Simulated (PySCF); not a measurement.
Static polarisabilities and like-pair C6 coefficients by linear response at PBE0/def2-SVPD (PySCF, frozen core in the response, non-relativistic, gas phase), PBE0-D3(BJ)/def2-SVP geometries, one conformer each; atomic units unless stated.

```csv
label,species,α,C6
P,`CC(C)SC1CC1`,93.7,3592
Q,`C[C@@H]1CN=C(C(F)F)C1`,77.3,2783
R,`N(/[H])=C\[C@@H]1[C@@H](F)C21CC2`,77.5,2555
S,`SC1CCCCC1`,91.6,3503
```

Q: Estimate the unlike-pair coefficients by the rule C6(AB) = 2·C6(AA)·C6(BB) / [C6(AA)·αB/αA + C6(BB)·αA/αB], and compare with the geometric mean.

A: 
```tsv
pair	combination rule	geometric mean	ratio
PQ	3155	3162	0.998
PR	3029	3029	1.000
PS	3547	3547	1.000
QR	2664	2667	0.999
QS	3118	3122	0.998
RS	2992	2992	1.000
```

The rule is exact for one-pole polarisabilities and never exceeds the geometric mean; the two meet where both partners have the same effective excitation energy. These unlike-pair values are estimates, not computed integrals.
